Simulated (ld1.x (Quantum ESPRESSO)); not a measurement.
## Ge (Z = 32), ultrasoft: configuration errors across variants

* Element: germanium (Ge)
* Generator: ld1.x (Quantum ESPRESSO) 7.5
* Type: ultrasoft
* Functional: PBEsol
* Relativity: scalar-relativistic
* Frozen core: [Ar]
* Valence charge: 14
* Reference configuration: 3d10 4s2 4p1.5 (charge +0.5)
* Partial waves: 4s (bound): rcut 1.50, rcutus 2.00 bohr; 4s channel at -0.7 Ry: rcut 1.50, rcutus 2.00 bohr; 4p (bound): rcut 1.95, rcutus 2.20 bohr; 4p channel at 1.3 Ry: rcut 1.95, rcutus 2.20 bohr; 3d (bound): rcut 1.15, rcutus 1.30 bohr; 3d channel at -0.1 Ry: rcut 1.15, rcutus 1.30 bohr
* Local potential: all-electron potential smoothed inside 1.70 bohr (lloc = -1)
* Core correction: none
* Augmentation charge: built from norm-conserving waves at rcut, not smoothed further

All-electron excitation energies from the reference (eV): (1) 3d10 4s2 4p2 -2.805; (2) 3d10 4s2 4p1 4.648; (3) 3d10 4s2 4p0 20.097; (4) 3d10 4s1 4p2 13.378.

Tests that are not counted but printed errors over 1 eV. “type PAW; local potential all-electron potential smoothed inside 2.05 bohr (lloc = -2); core correction a·sin(br)/r model core, default radius (ld1.x builds one for every PAW set, though the input has nlcc=.false.); augmentation PSQ, inside the norm-conserving radii”: 3d10 4s0 4p0 (solver errors, printed error -1713 eV).

4 further variants failed, have other tests or another functional or relativity, and are left out.

Errors AE − PS in meV (a dash: test not solved or not reliable):

```tsv
change	(1)	(2)	(3)	(4)	bound ghosts
base	+0.3	-0.9	-6.0	-1.6	not determined
type PAW; local potential all-electron potential smoothed inside 2.05 bohr (lloc = -2); core correction a·sin(br)/r model core, default radius (ld1.x builds one for every PAW set, though the input has nlcc=.false.); augmentation PSQ, inside the norm-conserving radii	+0.4	-0.5	-2.8	-1.3	none
local potential all-electron potential smoothed inside 2.50 bohr (lloc = -1)	+0.3	-0.9	-6.3	-2.4	not determined
local potential all-electron potential smoothed inside 2.15 bohr (lloc = -1)	+0.3	-0.9	-6.1	-1.9	not determined
core correction a·sin(br)/r model core inside 1.00 bohr	+0.4	-0.8	-5.8	-4.0	not determined
wave 4p channel at 1.3 Ry: rcut 1.95, rcutus 2.20 bohr becomes 4p channel at -0.15 Ry: rcut 1.95, rcutus 2.20 bohr	+0.3	-0.9	-6.0	-1.6	not determined
all radii scaled by about 0.96 (s 1.92, p 2.10, d 1.24 bohr, rcut 1.44/1.86/1.10); local potential all-electron potential smoothed inside 1.62 bohr (lloc = -1)	+0.3	-0.9	-6.2	-4.4	not determined
waves 4p (bound): rcut 1.95, rcutus 3.18 bohr; 4p channel at 1.3 Ry: rcut 1.95, rcutus 3.18 bohr	+0.2	-0.8	-6.0	+0.4	not determined
```

(1) Give the same row for: waves 3d (bound): rcut 0.84, rcutus 0.90 bohr; 3d channel at -0.1 Ry: rcut 0.84, rcutus 0.90 bohr.

Answers

(1) +0.3, -0.9, -6.3, -1.3; bound ghosts: none.
